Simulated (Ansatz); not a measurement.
Cost and result for the atomization energy of CH4BBrO (`OBCBr`) (8 atoms, 7 bonds).

Z-matrix (Å, degrees):
```
C
B 1 1.568
Br 1 1.960 2 101.5
H 1 1.088 2 115.6 3 -113.8
H 1 1.088 2 115.4 3 114.6
O 2 1.351 1 117.9 3 -104.6
H 2 1.200 1 121.1 3 74.2
H 6 0.960 2 113.4 1 176.4
```

Charge 0, multiplicity 1. Correlated methods include outer-core shells of Br, which these sets cover unevenly. Scalar relativity is left out up to krypton. The structure was optimised at the PBE0-D4/def2-TZVP level. It is one conformer, not always the lowest. Program: Ansatz. All runs use 2 threads of an AMD EPYC 7R13 on a shared host. Times are those of one run each, without the atoms' runs, and a repeat can differ threefold. Electronic energies, without spin–orbit coupling; frozen cores. CCSD(T)/CBS adds CCSD(T) − MP2 in def2-TZVPP to the MP2 limit, and its time is that of the two runs behind it. T1 = 0.010. With those shells the extrapolation isn't a true limit. B3LYP takes the VWN-RPA correlation (the form of Gaussian; ORCA's B3LYP/G). HSE06 is the plane-wave form, built on full-range PBE exchange.

CCSD(T)/CBS is a level of theory with its own doubt, some kJ/mol a heavy atom from the limit and from the frozen cores, so smaller differences don't rank the functionals.

| level | functions | wall time |
| --- | --- | --- |
| revPBE-D4/def2-TZVPP | 197 | 1.9 s |
| BLYP-D4/def2-TZVPP | 197 | 2 s |
| PBE-D4/def2-TZVPP (with forces) | 197 | 2.2 s |
| PBE0-D4/def2-TZVPP | 197 | 2.9 s |
| HSE06-D4/def2-TZVPP | 197 | 3.2 s |
| B3LYP-D4/def2-TZVPP (with forces) | 197 | 4.4 s |
| PBE-QIDH/def2-TZVPP | 197 | 5.5 s |
| CCSD(T)/def2-SVP | 94 | 5.5 s |
| ωB97X-V/def2-TZVPP | 197 | 7.5 s |
| B97M-V/def2-TZVPP | 197 | 8.5 s |
| MP2/def2-QZVPP | 380 | 18 s |
| CCSD(T)/def2-TZVPP | 197 | 84 s |
| CCSD(T)/CBS(def2) | – | 100 s |

Question: What atomization energy does each give, and how far from CCSD(T)/CBS? (Estimate.)

Answer: Computed: 
| level | atomization (kJ/mol) | difference from CCSD(T)/CBS | per bond |
| --- | --- | --- | --- |
| revPBE-D4/def2-TZVPP | 2953.4 | -14.7 | -2.1 |
| BLYP-D4/def2-TZVPP | 2962.2 | -5.9 | -0.8 |
| PBE-D4/def2-TZVPP (with forces) | 3033.7 | 65.6 | 9.4 |
| PBE0-D4/def2-TZVPP | 2977.5 | 9.4 | 1.3 |
| HSE06-D4/def2-TZVPP | 2980.2 | 12.1 | 1.7 |
| B3LYP-D4/def2-TZVPP (with forces) | 2964.0 | -4.1 | -0.6 |
| PBE-QIDH/def2-TZVPP | 2957.7 | -10.4 | -1.5 |
| CCSD(T)/def2-SVP | 2819.9 | -148.2 | -21.2 |
| ωB97X-V/def2-TZVPP | 2963.7 | -4.4 | -0.6 |
| B97M-V/def2-TZVPP | 2968.7 | 0.6 | 0.1 |
| MP2/def2-QZVPP | 3005.9 | 37.8 | 5.4 |
| CCSD(T)/def2-TZVPP | 2894.0 | -74.1 | -10.6 |
| CCSD(T)/CBS(def2) | 2968.1 | 0.0 | 0.0 |

The D4 term adds +22.3 kJ/mol with B3LYP and +11.5 kJ/mol with PBE0; it sums over pairs of atoms, weighted by their polarisabilities, and B3LYP, whose exchange is more repulsive, gets the larger term. In def2-TZVPP, CCSD(T) changes the Hartree–Fock value by +698.7 kJ/mol (the triples alone add +45.0 kJ/mol) and MP2 by +767.4 kJ/mol; breaking electron pairs costs correlation energy, which Hartree–Fock lacks. From PBE to PBE0 (25 % exact exchange), in def2-TZVPP and without D4, the atomization energy moves by −54.1 kJ/mol: exact exchange takes away binding that semilocal exchange gives to molecules.
